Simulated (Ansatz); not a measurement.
Computed with Ansatz on PBE0-D4/def2-TZVP structures; ΔE is electronic, products minus reactants. CBS: MP2 limit from def2 TZ/QZ plus the TZ coupled-cluster correction, frozen cores. This one scheme is used for every species. Functionals use def2-TZVPP. For Ge outer-core shells are correlated without core-valence functions, which leaves a few kJ/mol of doubt a bond. Scalar relativity is left out up to krypton. Each species was taken in one conformer, which may not be the lowest.

`B[CH](O)[GeH3]` + `OCO` → `BOCO` + `O[CH2][GeH3]`  (ligand exchange at a B–C bond)

CCSD(T)/CBS gives -1.19 eV.

Another level gave -1.28 eV. Which?
A. PBE/def2-TZVPP
B. ωB97M-V/def2-TZVPP
C. r2SCAN/def2-TZVPP
D. SCS-MP2/def2-TZVPP

D. SCS-MP2/def2-TZVPP -1.28, PBE -1.00, r2SCAN -1.08, ωB97M-V -1.17 eV.

Largest T1 diagnostic among the species: 0.013.

From PBE to PBE0 (25 % exact exchange), in def2-TZVPP and without D4, ΔE moves by −0.09 eV. The D4 term adds +0.04 eV with B3LYP and +0.02 eV with PBE0; it sums over pairs of atoms, weighted by their polarisabilities, and B3LYP, whose exchange is more repulsive, gets the larger term. In def2-TZVPP, CCSD(T) changes the Hartree–Fock value by +0.37 eV (the triples alone add +0.06 eV) and MP2 by +0.39 eV.

B3LYP here is the variant with VWN-RPA as its local correlation; programs differ in this.
